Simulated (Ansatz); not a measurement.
**How basis sets differ on C2H9GeN (SMILES [H][Ge]([H])([H])[N](C)C)**

The species is C2H9GeN (13 atoms), meant as a singlet with charge 0. As SMILES, `[H][Ge]([H])([H])[N](C)C`. Geometry: a GFN2-xTB relaxation, a rough one for these elements and not checked as a minimum.

Each level gives the HOMO–LUMO gap (eV). The values are calculated.

| level | kind | program | value (eV) |
| --- | --- | --- | --- |
| HF/STO-3G | Hartree–Fock | Ansatz | 19.10 |
| HF/3-21G | Hartree–Fock | Ansatz | 13.61 |
| HF/def2-SVP | Hartree–Fock | Ansatz | 13.53 |
| HF/def2-TZVP | Hartree–Fock | Ansatz | 12.92 |

All-electron rows without a relativistic Hamiltonian named are non-relativistic. The values span 12.92 to 19.10 eV. A Hartree–Fock LUMO above zero doesn't converge with the basis: it sinks as sets grow more diffuse. Orbital gaps aren't excitation energies.
